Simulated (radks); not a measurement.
The numbers below are computed, except where a source is named.
Numerical settings for the europium ion Eu57+, [He] 2s2 2p2. Code: a radial shooting solver on a logarithmic mesh with Libxc functionals. Model: scalar-relativistic Kohn-Sham, r2SCAN, spin-polarised, spherical densities, finite nucleus; open shells are filled with parallel spins first (spin-orbit coupling, left out, can overturn this in heavy ions); meta-GGA in the generalised Kohn-Sham scheme; Fermi nuclear charge, rms radius 5.1115 fm. The defaults (mesh step 0.008 in ln r, mesh end at 40 bohr or more with all orbitals vanishing there, Anderson mixing 0.5 over 9 steps, residual threshold near 1e-9 with the energy settled to 1e-9 hartree or 1e-11 of itself, here a cap of 96 iterations) give E = -6075.165 hartree and 2p at -12152.9 eV in 8 iterations. Run on one thread of a shared host, so times are rough (Arm Neoverse N1): 0.08 s of CPU time, 0.08 s wall, 8 iterations on 2189 mesh points. Changes against that run (0 stands for a change within the tolerance of the run):

setting                     iterations  converged  E (mhartree)  e(2p) (meV)  CPU (s)
mesh step in ln r 0.005             10        yes             0     +0.00968     0.13
mesh step in ln r 0.12              96         no      diverged            -     0.34
mesh step in ln r 0.012              8        yes             0            0     0.05
mesh end (bohr) 8                    8        yes             0            0     0.07
mesh end (bohr) 1                    8        yes             0            0     0.07
residual threshold 0.001             8        yes             0            0     0.08
residual threshold 0.1               8        yes             0            0     0.08
mixing 0.01                         13        yes             0      -0.0299     0.11
linear mixing, mixing 1             96         no        +0.014       -0.023     0.59
linear mixing, mixing 0.05          96         no         -4.43    -8.37e+03     0.75
mixing history 3                     9        yes             0      +0.0108     0.08
iteration cap 5                      5         no      -0.00722        +7.34     0.05

No run marked as converged misses the energy by more than 1 mhartree. A mesh that ends early acts as a hard wall.
